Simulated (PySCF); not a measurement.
PBE on Si⁻ (silicon, charge -1), [Ne] 3s2 3p3, high-spin 4S determinant. All numbers are calculated (PySCF 2.14, no relativity, point nucleus, in def2-TZVPPD (6s5p4d1f, 48 functions)).

```
cycle= 1 E= -289.267781338878  delta_E= -0.00652  |g|= 0.0192  |ddm|= 0.141
cycle= 2 E= -289.267878521797  delta_E= -9.72e-05  |g|= 0.00935  |ddm|= 0.0643
cycle= 3 E= -289.267972535331  delta_E= -9.4e-05  |g|= 0.00439  |ddm|= 0.0335
cycle= 4 E= -289.267981538066  delta_E= -9e-06  |g|= 0.000107  |ddm|= 0.00744
cycle= 5 E= -289.267981547857  delta_E= -9.79e-09  |g|= 4.37e-06  |ddm|= 0.000262
cycle= 6 E= -289.267981547881  delta_E= -2.34e-11  |g|= 9.91e-08  |ddm|= 1.47e-05
converged SCF energy = -289.267981547881  <S^2> = 3.7505394  2S+1 = 4.0002697
```

Highest occupied orbital energy: 1.858 eV; ⟨L²⟩ = 0.00; populations by l: s 6.00, p 9.00, d 0.00, f 0.00.

(1) Can this result be used?

Results:

(1) With care. The calculation finished and met its thresholds. At PBE the highest occupied level has a positive energy, so only the finite basis holds that electron; in a semilocal or global hybrid functional this comes from self-interaction and does not mean that the real anion is unbound.
